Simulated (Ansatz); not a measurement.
Born–Oppenheimer molecular dynamics of AlHOSe (4 atoms, charge 0, multiplicity 1). It starts at the highest image of a converged band. Of that band: The profile has 2 maxima (images 2, 6) with wells between them (image 4): this band takes more than one step, which may be the mechanism or a detour left from its start path. Neighbouring images differ by up to 1.4 eV, so the band resolves the path poorly. A vibrational analysis at the climbing image gives one clearly imaginary mode, 680i cm⁻¹: a first-order saddle point.

Method: Ansatz 0.2.0, RKS CAM-B3LYP/def2-SVP.

| Item | Value |
| --- | --- |
| ensemble | NVE (velocity Verlet) |
| time step | 0.5 fs |
| steps asked | 200 |
| starting velocities drawn for | 300 K |
| seed | 11400 |

Frames 1 fs apart, positions in Å, forces in eV/Å.

Velocities at 35.0 fs (Å/ps):

```
O -12.62 1.96 -4.47
Al 11.24 -5.58 6.96
Se 0.13 1.30 -0.64
H -110.43 16.28 -65.10
```

```xyz
4
Properties=species:S:1:pos:R:3:forces:R:3 time_fs=35.0 energy_less_start_eV=-1.244 T=5109
O -1.194 -0.718 -0.117 -0.23 -0.77 0.12
Al -0.433 0.743 -0.353 1.46 0.92 0.52
Se 0.645 -1.280 0.567 -1.06 1.60 -0.83
H -0.373 2.423 -0.663 -0.16 -1.74 0.19
4
Properties=species:S:1:pos:R:3:forces:R:3 time_fs=36.0 energy_less_start_eV=-1.233 T=5067
O -1.206 -0.716 -0.121 0.00 -0.80 0.20
Al -0.421 0.738 -0.346 1.12 1.08 0.31
Se 0.646 -1.279 0.566 -1.18 1.63 -0.86
H -0.484 2.431 -0.727 0.06 -1.92 0.35
4
Properties=species:S:1:pos:R:3:forces:R:3 time_fs=37.0 energy_less_start_eV=-1.215 T=4999
O -1.219 -0.715 -0.125 0.24 -0.78 0.27
Al -0.410 0.733 -0.339 0.74 1.13 0.12
Se 0.645 -1.277 0.565 -1.28 1.65 -0.88
H -0.595 2.420 -0.788 0.30 -1.99 0.49
4
Properties=species:S:1:pos:R:3:forces:R:3 time_fs=38.0 energy_less_start_eV=-1.197 T=4930
O -1.231 -0.714 -0.129 0.49 -0.74 0.34
Al -0.398 0.728 -0.332 0.35 1.05 -0.05
Se 0.645 -1.276 0.564 -1.37 1.65 -0.90
H -0.702 2.390 -0.844 0.53 -1.96 0.61
4
Properties=species:S:1:pos:R:3:forces:R:3 time_fs=39.0 energy_less_start_eV=-1.183 T=4875
O -1.244 -0.714 -0.133 0.75 -0.68 0.40
Al -0.385 0.724 -0.325 -0.04 0.89 -0.20
Se 0.645 -1.274 0.563 -1.45 1.64 -0.91
H -0.804 2.342 -0.894 0.75 -1.85 0.71
4
Properties=species:S:1:pos:R:3:forces:R:3 time_fs=40.0 energy_less_start_eV=-1.172 T=4832
O -1.255 -0.714 -0.137 1.00 -0.60 0.46
Al -0.373 0.720 -0.318 -0.42 0.64 -0.32
Se 0.644 -1.271 0.562 -1.52 1.61 -0.91
H -0.900 2.276 -0.937 0.94 -1.65 0.77
4
Properties=species:S:1:pos:R:3:forces:R:3 time_fs=41.0 energy_less_start_eV=-1.161 T=4788
O -1.267 -0.715 -0.140 1.26 -0.53 0.53
Al -0.361 0.716 -0.311 -0.77 0.32 -0.41
Se 0.643 -1.269 0.561 -1.57 1.57 -0.90
H -0.986 2.195 -0.973 1.08 -1.37 0.78
4
Properties=species:S:1:pos:R:3:forces:R:3 time_fs=42.0 energy_less_start_eV=-1.143 T=4718
O -1.277 -0.715 -0.143 1.50 -0.46 0.59
Al -0.349 0.713 -0.304 -1.05 -0.05 -0.46
Se 0.642 -1.266 0.559 -1.61 1.52 -0.89
H -1.062 2.100 -1.002 1.17 -1.01 0.75
4
Properties=species:S:1:pos:R:3:forces:R:3 time_fs=43.0 energy_less_start_eV=-1.110 T=4590
O -1.287 -0.716 -0.146 1.72 -0.42 0.66
Al -0.338 0.709 -0.297 -1.26 -0.46 -0.46
Se 0.641 -1.264 0.558 -1.64 1.46 -0.86
H -1.127 1.995 -1.023 1.18 -0.58 0.66
4
Properties=species:S:1:pos:R:3:forces:R:3 time_fs=44.0 energy_less_start_eV=-1.053 T=4371
O -1.295 -0.718 -0.149 1.92 -0.40 0.74
Al -0.327 0.705 -0.291 -1.38 -0.88 -0.41
Se 0.640 -1.261 0.556 -1.65 1.38 -0.83
H -1.181 1.885 -1.038 1.11 -0.10 0.51
4
Properties=species:S:1:pos:R:3:forces:R:3 time_fs=45.0 energy_less_start_eV=-0.968 T=4042
O -1.302 -0.719 -0.150 2.10 -0.41 0.81
Al -0.316 0.701 -0.284 -1.40 -1.28 -0.31
Se 0.638 -1.258 0.555 -1.65 1.29 -0.80
H -1.224 1.775 -1.048 0.95 0.40 0.29
4
Properties=species:S:1:pos:R:3:forces:R:3 time_fs=46.0 energy_less_start_eV=-0.856 T=3609
O -1.308 -0.721 -0.152 2.24 -0.44 0.89
Al -0.306 0.697 -0.278 -1.33 -1.61 -0.18
Se 0.637 -1.254 0.553 -1.63 1.18 -0.75
H -1.258 1.667 -1.056 0.73 0.87 0.05
```

Of the whole run (100 fs, mean temperature of the second half 3277 K): The conserved energy stayed within 0.18 meV per atom of its start (net change -0.11 meV per atom), so the integration is sound. The system heated up, since it started high on the potential surface and ran downhill. A run of 0.1 ps of so small a system gives no equilibrium averages. The orbitals stay closed-shell, which can raise the energy where a bond breaks towards radicals; this wasn't checked here.

Run time: 3.4 min on 2 threads of Arm Neoverse V2, on a shared host, peak memory 0.14 GiB.
